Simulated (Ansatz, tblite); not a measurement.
Cost and result up the ladder for (H3Si)2NMe (CH₉NSi₂) (13 atoms). Total charge 0; singlet. Geometry: r2SCAN-D4/def2-SVP.

```
atom   x (Å)   y (Å)   z (Å)
 Si1   0.992   1.096   0.883
  H2   0.859   0.856   2.358
  H3   2.404   0.845   0.480
  H4   0.625   2.527   0.642
  N5  -0.047   0.060  -0.063
  C6  -1.494   0.233   0.112
 Si7   0.474  -1.317  -1.003
  H8   0.112  -2.624  -0.363
  H9   1.954  -1.251  -1.159
 H10  -0.196  -1.290  -2.343
 H11  -2.042  -0.084  -0.792
 H12  -1.746   1.294   0.282
 H13  -1.895  -0.346   0.966
```

Ansatz on 4 threads of Arm Neoverse V2 on a shared host; xTB runs through tblite on one thread. Times are rough, summed over both states, and most runs start from the orbitals of an earlier one. PBE0-D4/def2-TZVP serves as the yardstick here, not as an exact answer. The other state is a doublet.

The xTB rows come from tblite.

Raw xTB energies of ions are shifted by several eV.

```
              level  functions  wall time
           GFN2-xTB         35    0.008 s
           GFN1-xTB         44    0.013 s
   PBE-D4/def2-TZVP        190      4.7 s
  PBE0-D4/def2-TZVP        190      6.6 s
r2SCAN-D4/def2-TZVP        190       11 s
```

(1) Estimate what each level gives for the vertical IE (eV).

## Answers

(1) 
| level | vertical IE (eV) | difference from PBE0-D4/def2-TZVP (eV) |
| --- | --- | --- |
| GFN2-xTB | 13.01 | 4.09 |
| GFN1-xTB | 14.06 | 5.15 |
| PBE-D4/def2-TZVP | 8.73 | -0.18 |
| PBE0-D4/def2-TZVP | 8.91 | 0.00 |
| r2SCAN-D4/def2-TZVP | 8.77 | -0.15 |
